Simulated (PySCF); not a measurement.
## What settings do to a single point of La(OH)3(NH3)

The sound run of La(OH)3(NH3) (singlet) uses PySCF 2.14.0, RKS PBE0, La def2-SVP with ECP46, O def2-SVP, H def2-SVP, N def2-SVP; non-relativistic Hamiltonian with scalar-relativistic core potentials where named; density fitting; no spin-orbit coupling, grid (50, 194), threshold 1e-8 Eh and 55 cycles, at the relaxed geometry:

```xyz
11

La    0.1770   -0.2177    0.2699
O     1.2873    1.3833    1.3031
H     1.8140    1.9984    1.8129
O    -1.4926   -1.1903    1.3350
H    -2.1236   -1.6848    1.8583
O     1.2161   -1.3517   -1.3108
H     1.7363   -1.8857   -1.9107
N    -1.3424    1.3645   -1.3457
H    -1.9507    1.9878   -0.8131
H    -0.7845    1.9606   -1.9584
H    -1.9532    0.8176   -1.9540
```

There La1 has a Mulliken charge of 0.99 e and the dipole about the centre of mass is 4.37 D. Each run below changes one thing and starts from free metal ions and neutral atoms unless it says otherwise; with 55 cycles, smearing, a level shift and second-order steps follow where DIIS fails, and their cycles count. Energy shifts count from the sound run. On f atoms grids over 110 angular points are at least (60, 302).

```json
{"change": "start from a density of up to 30 smeared cycles (not counted)", "outcome": "converged", "cycles": "7", "energy shift (eV)": "0.0000", "largest force component (eV/Å)": "0.01", "charge on La1 (e)": "0.99", "dipole about the centre of mass (D)": "4.37"}
```

Question: One further run converged with energy shift (eV) 1.83, largest force component (eV/Å) 2.87, charge on La1 (e) 0.96, dipole about the centre of mass (D) 4.09. Which change was it?
A. grid (15, 26)
B. all coordinates × 1.05
C. cycle limit 5

Answer: A.

Question: And the other changes listed?

Answer: 
| change | outcome | cycles | energy shift (eV) | largest force component (eV/Å) | charge on La1 (e) | dipole about the centre of mass (D) |
| --- | --- | --- | --- | --- | --- | --- |
| all coordinates × 1.05 | converged | 9 | 0.69 | 1.54 | 1.07 | 4.60 |
| cycle limit 5 | not converged | 5 | – | – | – | – |

Unsound on purpose, so not properties of the compound: grid (15, 26).

Forces carry noise of the integration grid, about 0.01 to 0.03 eV/Å.
